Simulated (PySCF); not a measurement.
Mg(OH)(SMe) (CH4MgOS), SMILES C[S][Mg][OH].

Coordinates come from a PBE0-D3(BJ)/def2-SVP optimisation. Other conformers were not sampled.

Computed with PBE0/def2-TZVPD in PySCF.

Isolated molecule, no solvent.

Q: Estimate the frontier levels, gap, dipole moment and polarisability. (The exact figures need the calculation; the answer reports its results.)

A: 
The highest occupied level comes out as -6.50 eV, the lowest empty level is -1.22 eV and the orbital gap is 5.28 eV. The dipole moment comes out as 1.47 D, the quadrupole, principal values (traceless, Buckingham form, about the centre of nuclear charge) is -7.43, 0.13, 7.30 D·Å and the mean static polarisability is 63.8 bohr³ (9.45 Å³). The polarisability, principal values is 55.2, 60.1, 76.0 bohr³.
